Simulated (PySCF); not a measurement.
## Frontier levels across methods

Species: C5H3NOS.
Numbering: `[N:1]#[C:2][S:3][c:4]1[cH:5][cH:6][o:7][cH:8]1` (hydrogens: H9 on C5; H10 on C6; H11 on C8)

Cartesian coordinates in Å at the PBE0-D3(BJ)/def2-SVP level; atoms count from 1:
```xyz
11
C5H3NOS angstrom
N      3.4539    0.8338    0.9726
C      2.7485    0.5368    0.0979
S      1.7729    0.1240   -1.2156
C      0.2197   -0.0525   -0.4008
C     -0.9676   -0.5057   -1.0610
C     -1.9332   -0.4927   -0.1001
O     -1.4314   -0.0729    1.0744
C     -0.1242    0.1979    0.8970
H     -1.0798   -0.8014   -2.1015
H     -2.9890   -0.7507   -0.1113
H      0.4393    0.5483    1.7572
```

Basis pcSseg-1 throughout (PySCF), one geometry. One conformer (not necessarily the lowest) at the PBE0-D3(BJ)/def2-SVP geometry, without solvent, vibrations or thermal averaging.

Q: How do the orbital energies, the gap and the dipole change with the method?

A: 
```json
{"method": "OPBE", "kind": "GGA", "HOMO (eV)": "-5.94", "LUMO (eV)": "-1.78", "gap (eV)": "4.16", "μ (D)": "3.87", "SCF cycles": "17"}
{"method": "PBE", "kind": "GGA", "HOMO (eV)": "-5.97", "LUMO (eV)": "-1.88", "gap (eV)": "4.09", "μ (D)": "3.91", "SCF cycles": "16"}
{"method": "LDA", "kind": "LDA", "HOMO (eV)": "-6.19", "LUMO (eV)": "-2.14", "gap (eV)": "4.04", "μ (D)": "4.01", "SCF cycles": "16"}
{"method": "B3LYP", "kind": "global hybrid", "HOMO (eV)": "-6.82", "LUMO (eV)": "-1.06", "gap (eV)": "5.76", "μ (D)": "3.99", "SCF cycles": "15"}
{"method": "BHandHLYP", "kind": "global hybrid", "HOMO (eV)": "-7.92", "LUMO (eV)": "0.33", "gap (eV)": "8.25", "μ (D)": "4.06", "SCF cycles": "14"}
{"method": "CAM-B3LYP", "kind": "range-separated hybrid", "HOMO (eV)": "-8.28", "LUMO (eV)": "0.38", "gap (eV)": "8.66", "μ (D)": "3.99", "SCF cycles": "14"}
{"method": "wB97X-D", "kind": "range-separated hybrid", "HOMO (eV)": "-8.85", "LUMO (eV)": "0.94", "gap (eV)": "9.80", "μ (D)": "4.01", "SCF cycles": "14"}
{"method": "HF", "kind": "Hartree–Fock", "HOMO (eV)": "-9.17", "LUMO (eV)": "3.19", "gap (eV)": "12.36", "μ (D)": "4.16", "SCF cycles": "13"}
```

The HOMO spans 3.23 eV, from OPBE down to HF, and the gap runs from 4.04 eV (LDA) to 12.36 eV (HF). Over the methods OPBE (0 %), PBE (0 %), LDA (0 %), B3LYP (20 %), BHandHLYP (50 %), HF (100 %), a straight line through the gap against the share of exact exchange rises by 0.83 eV for each 10 % (correlation coefficient 1.000). The dipole ranges from 3.87 D (OPBE) to 4.16 D (HF). This basis has no diffuse functions.

The vertical ΔSCF ionisation energy at B3LYP/def2-SVPD is 8.89 eV; −ε(HOMO) comes closest to it with wB97X-D (8.85 eV).
